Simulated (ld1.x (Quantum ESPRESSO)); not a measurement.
## rhodium (Rh), PAW: configuration errors across variants

rhodium, PAW, made with ld1.x (Quantum ESPRESSO) 7.5 (PBE, scalar-relativistic). Core [Ar] 3d10, reference 4s2 4p6 4d7 5s2 5p0. Waves: 4s (bound): rcut 1.70, rcutus 1.95 bohr; 5s (bound): rcut 1.70, rcutus 1.95 bohr; 4p (bound): rcut 1.45, rcutus 1.50 bohr; 5p (bound, empty): rcut 1.45, rcutus 1.50 bohr; 4d (bound): rcut 1.60, rcutus 2.05 bohr; 4d channel at 0.2 Ry: rcut 1.60, rcutus 2.05 bohr; 4f channel at -0.05 Ry: rcut 1.55, rcutus 2.10 bohr; 4f channel at 1.85 Ry: rcut 1.55, rcutus 2.10 bohr. Local part: all-electron potential smoothed inside 1.15 bohr (lloc = -2). Core correction: a·sin(br)/r model core inside 1.30 bohr. Augmentation charge: BESSEL, radius 1.15 bohr.

All-electron excitation energies from the reference (eV): (1) 4s2 4p6 4d8 5s1 5p0 -2.479; (2) 4s2 4p6 4d8 5s0 5p0 4.982; (3) 4s2 4p6 4d7 5s0 5p0 24.492; (4) 4s2 4p6 4d7 5s1 5p0 8.648; (5) 4s2 4p6 4d8 5s0.5 5p0 0.440; (6) 4s2 4p6 4d9 5s0 5p0 -3.388; (7) 4s2 4p6 4d8 5s0 5p1 1.125.

Errors AE − PS in meV (a dash: test not solved or not reliable):

```tsv
change	(1)	(2)	(3)	(4)	(5)	(6)	(7)	bound ghosts
base	+8.3	+15	-1.1	-1.0	+12	+24	+11	none
core correction a·sin(br)/r model core, default radius (ld1.x builds one for every PAW set, though the input has nlcc=.false.)	+8.3	+15	-1.1	-1.0	+11	+24	+11	none
core correction a·sin(br)/r model core inside 0.78 bohr	+9.0	+16	-0.9	-0.9	+12	–	–	none
core correction a·sin(br)/r model core inside 0.86 bohr	+8.8	+16	-0.9	-0.9	+12	–	–	none
core correction a·sin(br)/r model core inside 1.00 bohr	+8.4	+16	-1.0	-0.9	+12	–	–	none
core correction a·sin(br)/r model core inside 1.16 bohr	+8.3	+15	-1.1	-1.0	+12	–	–	none
core correction a·sin(br)/r model core inside 1.32 bohr	+8.3	+15	-1.1	-1.0	+12	+24	+11	none
core correction a·sin(br)/r model core inside 1.52 bohr	+8.3	+15	-1.1	-1.0	+11	+24	+11	none
core correction a·sin(br)/r model core inside 1.62 bohr	+8.3	+15	-1.1	-1.0	+11	+24	+11	none
core correction a·sin(br)/r model core inside 1.84 bohr	+8.3	+15	-1.1	-1.0	+11	+24	+11	none
```

Task: Give the same row for: core correction a·sin(br)/r model core inside 0.64 bohr.

Result: +9.3, +17, -0.9, -0.9, +13, +26, +12; bound ghosts: none.
